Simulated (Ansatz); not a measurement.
`CBCF` → `[CH2]BC`• + F• at 500 K and 1 bar (homolysis of the C–F bond).

Program: Ansatz. Geometries: PBE0-D4/def2-TZVP. ΔE: electronic, gas phase. CCSD(T)/CBS is the MP2 limit (def2-TZVPP, def2-QZVPP) plus CCSD(T) − MP2 in def2-TZVPP, frozen cores. This one scheme is used for every species, atoms too. No spin–orbit coupling; open shells (•) take unrestricted orbitals. Spin–orbit coupling would lower the free atoms: a little for F. Each species was taken in one conformer, which may not be the lowest.

```json
{"species": "`CBCF`", "CCSD(T)/CBS energy (Eh)": "-204.28650", "H − E (kJ/mol)": "242.8", "S (J/(mol·K))": "361.5"}
{"species": "`[CH2]BC`•", "CCSD(T)/CBS energy (Eh)": "-104.45017", "H − E (kJ/mol)": "223.8", "S (J/(mol·K))": "341.6"}
{"species": "F•", "CCSD(T)/CBS energy (Eh)": "-99.66871", "H − E (kJ/mol)": "10.4", "S (J/(mol·K))": "171.2"}
```

H − E and S are ideal-gas, rigid-rotor, harmonic terms from PBE0-D4/def2-TZVP, for one conformer and one mirror image of each species, with the whole ground term of open shells counted as degenerate. 1 Eh = 2625.50 kJ/mol, R = 8.31446 J/(mol·K).

Question: By hand: ΔE, ΔH, ΔS and ΔG.

Answer: ΔE = (-104.45017) + (-99.66871) − (-204.28650) = 0.16762 Eh = 440.1 kJ/mol. Δ(H − E) = 223.8 + 10.4 − 242.8 = -8.6, so ΔH = 431.5 kJ/mol. ΔS = 341.6 + 171.2 − 361.5 = 151.3 J/(mol·K). ΔG = 431.5 − 500 × (151.3)/1000 = 355.9 kJ/mol.

Question: By hand: the equilibrium constant, and the temperature at which ΔG would vanish if ΔH and ΔS stayed fixed.

Answer: log₁₀ K = −ΔG/(RT ln 10) = -37.2. ΔG = 0 at ΔH/ΔS = 2852 K, far beyond where these terms or the molecules hold.

The number of gas molecules changes by +1, which sets the sign of ΔS. A doubt of 5 kJ/mol in ΔE shifts log₁₀ K by 0.5 here. Other conformers and mirror images would add mixing entropy, several J/(mol·K) or more a flexible species. These are equilibria of isolated gas molecules and say nothing of rates. Largest T1 diagnostic: 0.011 (customary marks: 0.02 for closed shells, 0.045 for open ones).
